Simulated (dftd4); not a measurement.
p-cresol (C7H8O), singlet, at a GFN2-xTB geometry; D4 for revpbe (dftd4).

dftd4 was given this input:
```
$ dftd4 mol.xyz --func revpbe --charge 0 --json dftd4.json --noedisp

# file mol.xyz
16

C     -2.83485466     0.11645217     0.39917449
C     -1.35119902     0.04253937     0.19543320
C     -0.48079655     0.69822704     1.05464705
C      0.88746555     0.65034956     0.85778854
C      1.41233797    -0.06087735    -0.21302987
O      2.75310773    -0.13806513    -0.44684273
C      0.54999479    -0.72197732    -1.08106165
C     -0.81332749    -0.66596930    -0.87292005
H     -3.32025483    -0.78818912     0.04028342
H     -3.07584159     0.25269851     1.45093519
H     -3.24713136     0.96147983    -0.15374877
H     -0.87489984     1.25504510     1.89283045
H      1.55226643     1.16616706     1.53910024
H      3.22889816     0.36194627     0.22698678
H      0.96800090    -1.27300046    -1.90846528
H     -1.47362327    -1.18409113    -1.55337055
```

It wrote (shortened):

```
                    ____  _____ _____     ____  _  _
      -------------|  _ \|  ___|_   _|---|  _ \| || |------------
     |             | | | | |_    | | ___ | | | | || |_           |
     |             | |_| |  _|   | ||___|| |_| |__   _|          |
     |             |____/|_|     |_|     |____/   |_|            |
     |             ===================================           |
     |            E. Caldeweyher, S. Ehlert & S. Grimme          |
     |          Mulliken Center for Theoretical Chemistry        |
     |                    University of Bonn                     |
      -----------------------------------------------------------

Rational (Becke-Johnson) damping: revpbe-D4-ATM
---------------------
  s6         1.0000
  s8         1.7468
  s9         1.0000
  a1         0.5363
  a2         3.0726
 alp        16.0000
--------------------

Dispersion energy:      -5.1017794440707E-02 Eh

[Info] JSON dump of results written to 'dftd4.json'
```
